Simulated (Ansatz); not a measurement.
Ansatz (an electronic-structure program) input (CCSD(T)/def2-SVPD):

Ansatz 0.2 input:
```yaml
crystal:
  periodic: [false, false, false]
  atoms:
    - {symbol: C, position_ang: [2.12769134, -0.26899707, -0.18847768]}
    - {symbol: Sn, position_ang: [0.02498224, -0.00315842, -0.00221301]}
    - {symbol: O, position_ang: [-0.98100406, -0.92092891, -1.43232538]}
    - {symbol: O, position_ang: [-0.50511782, 1.89739064, -0.08246076]}
    - {symbol: O, position_ang: [-0.67544863, -0.70318143, 1.70626494]}
    - {symbol: H, position_ang: [2.38469396, -0.29863783, -1.24476738]}
    - {symbol: H, position_ang: [2.63034926, 0.56477379, 0.29612322]}
    - {symbol: H, position_ang: [2.40624789, -1.20438554, 0.29124255]}
    - {symbol: H, position_ang: [-1.69469070, -1.46299308, -1.07788220]}
    - {symbol: H, position_ang: [-1.21893377, 2.04448428, -0.71304969]}
    - {symbol: H, position_ang: [-1.23036250, -0.05758046, 2.15801946]}
basis:
  gaussian:
    orbitals: def2-SVPD
magnetization: {spin_polarized: false}
correlation: {method: ccsd_t, electrons: outside_noble_gas}
output: {forces: true}
```

Output:

```
Functional definition: HF
integrals: 0.64 GiB planned
1765 factors; integrals over basis functions are off by at most 1.2e-3 eV
mean field: 1.06 GiB planned
mean field evaluation 1: about -13031.3885 eV, gradient 6.0e1 eV
mean field evaluation 2: about -13031.6709 eV, gradient 6.1e1 eV
mean field evaluation 4: about -13038.4591 eV, gradient 3.6e0 eV
mean field evaluation 8: about -13038.5216 eV, gradient 2.4e-1 eV
mean field evaluation 16: about -13035.2035 eV, gradient 4.1e1 eV
mean field -13038.52187733 eV, -479.1568411644 hartree, gradient 5.4e-6 eV, S^2 0.000000; 0 other end points of the search recorded, 0 dependent functions left out
13 core orbitals not correlated
reference -13038.52187733 eV, -479.1568411644 hartree; 16, 16 occupied and 140, 140 virtual orbitals, 1765 factors
densities: 3.43 GiB planned
second order -23.28932721 eV of doubles, -0.00000000 eV of singles
coupled cluster: 1.80 GiB planned
cycle   1  -23.25726967 eV  change    3.2e-2 eV  update   1.3e-1
cycle   2  -23.84356280 eV  change   -5.9e-1 eV  update   3.8e-2
cycle   3  -24.02013720 eV  change   -1.8e-1 eV  update   2.0e-2
cycle   4  -24.01289146 eV  change    7.2e-3 eV  update   4.4e-3
cycle   5  -24.00998332 eV  change    2.9e-3 eV  update   1.9e-3
cycle   6  -24.01098393 eV  change   -1.0e-3 eV  update   6.0e-4
cycle   7  -24.01078777 eV  change    2.0e-4 eV  update   2.2e-4
cycle   8  -24.01064698 eV  change    1.4e-4 eV  update   7.0e-5
cycle   9  -24.01064312 eV  change    3.9e-6 eV  update   2.3e-5
cycle  10  -24.01065054 eV  change   -7.4e-6 eV  update   8.4e-6
perturbative correction -0.72763688 eV, -0.0267401621 hartree
the calculation of the forces begins
Total energy: -13063.26016475 eV, -480.0659564590 hartree
Atom 0 at     2.127691    -0.268997    -0.188478 Å, force    -0.370812     0.046881     0.032848 eV/Å
Atom 1 at     0.024982    -0.003158    -0.002213 Å, force     0.572078    -0.072326    -0.050676 eV/Å
Atom 2 at    -0.981004    -0.920929    -1.432325 Å, force    -0.185570    -0.204635    -0.420896 eV/Å
Atom 3 at    -0.505118     1.897391    -0.082461 Å, force    -0.056534     0.499301     0.031110 eV/Å
Atom 4 at    -0.675449    -0.703181     1.706265 Å, force    -0.116592    -0.249317     0.421560 eV/Å
Atom 5 at     2.384694    -0.298638    -1.244767 Å, force     0.163392    -0.015946    -0.433953 eV/Å
Atom 6 at     2.630349     0.564774     0.296123 Å, force     0.262708     0.329242     0.194553 eV/Å
Atom 7 at     2.406248    -1.204386     0.291243 Å, force     0.171213    -0.388812     0.186489 eV/Å
Atom 8 at    -1.694691    -1.462993    -1.077882 Å, force    -0.168458    -0.127062    -0.025646 eV/Å
Atom 9 at    -1.218934     2.044484    -0.713050 Å, force    -0.142571     0.126060    -0.094673 eV/Å
Atom 10 at    -1.230363    -0.057580     2.158019 Å, force    -0.128854     0.056615     0.159285 eV/Å
Dipole moment:     0.100463    -0.012701    -0.008899 e Å
```
